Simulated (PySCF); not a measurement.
# Computed records: AlBH$_{6}$OSi, AlBFH$_{2}$O, CH$_{6}$BNSi

Computed with PySCF 2.14.0. Calculation on a computer-drawn molecule: optimised geometry and harmonic frequencies of an isolated molecule of the commonest isotopes, restricted reference for singlets and unrestricted otherwise, frozen core in MP2.

Common to all runs: charge 0; basis cc-pV(D+d)Z.

(1) AlBH$_{6}$OSi

Start structure:
```xyz
10
AlBH6OSi
O     -1.3424     1.2639    -0.4836
Al    -0.6681     0.1102     0.2957
B      0.9128     0.6701     1.5203
Si     2.6779     1.3540     0.7702
H     -1.8183     1.9060    -0.9866
H     -1.2908    -1.3598     0.1001
H      0.8435     0.9447     2.7267
H      3.8229     0.6982     1.4308
H      2.8781     2.7791     1.0244
H      2.8700     1.1732    -0.7021
```

| Property | Result |
| --- | --- |
| multiplicity | 1 |
| method | HF |
| rotational constants | 11.23, 1.474, 1.404 GHz |
| total energy | -633.9081 hartree |
| convergence status largest gradient component | 5.542e-06 hartree/bohr |

Drawn bonds:
```
atom  other atom  order
   1           2      1
   2           3      1
   3           4      1
   1           5      1
   2           6      1
   3           7      1
   4           8      1
   4           9      1
   4          10      1
```

Optimised structure:
```xyz
10
AlBH6OSi
O     -1.6570     1.4751    -0.4412
Al    -0.6964     0.2676     0.2614
B      0.9591     0.9345     1.4414
Si     2.8586     1.3346     0.8067
H     -2.4161     1.3791    -0.9918
H     -1.0623    -1.2531    -0.0038
H      0.8091     1.0976     2.6269
H      3.7951     0.3867     1.4690
H      3.2456     2.7180     1.1879
H      3.0499     1.1994    -0.6606
```

Modes:
```
frequency (cm⁻¹)  reduced mass (dalton)
           29.06                   1.14
           58.64                  3.286
           124.1                  2.947
           177.6                  3.044
           375.5                  1.245
           434.6                  2.367
           489.2                  1.098
           507.9                  1.186
           559.5                  1.102
           644.5                  1.479
           691.1                  1.664
           728.8                   2.89
           750.7                  1.461
           880.1                  3.567
           957.7                  1.516
           992.5                  1.123
            1021                  1.062
            1038                  1.036
            1962                  1.042
            2274                  1.047
            2281                   1.05
            2290                  1.022
            2663                   1.09
            4219                  1.068
```

(2) AlBFH$_{2}$O

Start structure:
```xyz
6
AlBFH2O
F     -1.3156     0.4972    -3.2375
B     -0.6199     1.1329    -2.2859
O      0.0784     0.4271    -1.4035
Al     0.7430    -0.7566    -0.3767
H     -0.6629     2.3285    -2.2785
H      2.2600    -1.1422    -0.6530
```

| Item | Value |
| --- | --- |
| multiplicity | 2 |
| method | MP2 |
| rotational constants | 23.84, 2.946, 2.668 GHz |
| total energy | -442.7060 hartree |
| spin squared | 0.7563 |
| convergence status largest gradient component | 7.195e-06 hartree/bohr |

Drawn bonds:
```
atom  other atom  order
   1           2      1
   2           3      1
   3           4      1
   2           5      1
   4           6      1
```

Optimised structure:
```xyz
6
AlBFH2O
F     -1.3424     0.4310    -3.1586
B     -0.6130     1.1646    -2.2823
O      0.2350     0.5550    -1.4290
Al     0.6988    -0.8393    -0.5054
H     -0.7449     2.3602    -2.3074
H      2.2495    -1.1845    -0.5525
```

Modes:
```
frequency (cm⁻¹)  reduced mass (dalton)
           40.43                  13.22
           98.47                  1.671
           157.1                  1.531
           511.9                  6.507
           619.6                  1.259
           689.4                  6.995
           947.7                  1.674
            1104                  1.807
            1194                  2.434
            1427                  7.955
            1899                  1.045
            2712                  1.095
```

(3) CH$_{6}$BNSi

Start structure:
```xyz
10
CH6BNSi
B     -1.7795    -1.1575    -0.4641
C     -1.5914     0.3605    -0.5433
Si     0.1257     0.5716     0.4248
N      0.5126     0.9554     1.8965
H     -1.3912    -1.8921    -1.2666
H     -2.2924    -1.6182     0.5293
H     -2.3186     0.9602    -0.0335
H     -1.4538     0.7040    -1.5994
H      1.2024     0.4604    -0.5395
H     -0.0868     1.1781     2.5964
```

| Property | Result |
| --- | --- |
| multiplicity | 1 |
| method | HF |
| rotational constants | 16.34, 3.178, 3.096 GHz |
| total energy | -409.3896 hartree |
| convergence status largest gradient component | 1.185e-05 hartree/bohr |

Drawn bonds:
```
atom  other atom  order
   1           2      1
   2           3      1
   3           4      2
   1           5      1
   1           6      1
   2           7      1
   2           8      1
   3           9      1
   4          10      1
```

Optimised structure:
```xyz
10
CH6BNSi
B     -1.8357    -1.2155    -0.4977
C     -1.5182     0.3154    -0.4047
Si     0.1588     0.6217     0.3822
N      0.5416     1.1262     1.8197
H     -1.3251    -1.8892    -1.3512
H     -2.5560    -1.7446     0.3024
H     -2.2563     0.8757     0.1733
H     -1.4154     0.7502    -1.4073
H      1.2521     0.3298    -0.5560
H     -0.1188     1.3526     2.5400
```

Modes:
```
frequency (cm⁻¹)  reduced mass (dalton)
           54.03                  2.579
           176.4                   1.11
             218                  2.518
           298.7                  2.611
           500.1                  1.616
           636.9                  1.716
           673.7                  1.848
           718.7                  1.145
           804.4                  1.068
           874.7                  1.294
           968.6                  1.227
            1000                  1.325
            1049                  2.359
            1157                  1.474
            1188                  1.375
            1249                  4.235
            1331                  1.225
            1525                  1.126
            2375                  1.043
            2673                  1.053
            2746                  1.128
            3160                  1.062
            3248                    1.1
            3835                  1.079
```
